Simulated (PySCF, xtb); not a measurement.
In(OH)2(SeH) (H₃InO₂Se), SMILES [OH][In]([OH])[SeH]. Other conformers were not sampled.

Harmonic wavenumbers (cm⁻¹) from xtb with GFN2-xTB at its own minimum, in rising order: 68, 84, 120, 151, 179, 230, 266, 408, 429, 547, 624, 695, 2041, 3628, 3650.

Task: What does r2SCAN-D4/def2-SVP (PySCF) give at its own minimum? (Estimate from the structure and the level; the computed values follow.)

Result: 72, 112, 116, 116, 213, 238, 246, 581, 603, 611, 756, 804, 2431, 3829, 3831. Paired by order, the mean absolute difference is 104 cm⁻¹ and the zero-point energies are 18.8 and 20.8 kcal/mol.
